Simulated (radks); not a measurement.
Values are calculated unless marked as measured or tabulated.
The nuclear charge of the molybdenum ion Mo+ is varied continuously with 41 electrons held in [Kr] 4d5. Code: a radial shooting solver on a logarithmic mesh with Libxc functionals. Model: Dirac Kohn-Sham, PBE, spin-unpolarised, spherical densities, finite nucleus; open shells are shared between the two j in proportion to 2j + 1; Fermi nuclear charge, rms radius 4.4091 fm. By the Hellmann-Feynman theorem dE/dZ = E(electron-nucleus)/Z, the electronic potential at the nucleus (averaged over a nucleus of fixed radius).

Z	E (hartree)	E(electron-nucleus)/Z (hartree)	HOMO	e(HOMO) (eV)	<r> HOMO (bohr)
41.5	-3933.50133	-228.881	4d5/2	-5.563	2.116
42	-4048.89177	-232.679	4d5/2	-10.329	1.902
42.5	-4166.17917	-236.470	4d5/2	-15.972	1.746
43	-4285.36085	-240.257	4d5/2	-22.376	1.625

The central difference of E at Z = 42 is -232.678 hartree, to compare with the third column; the second derivative is -7.59 hartree.
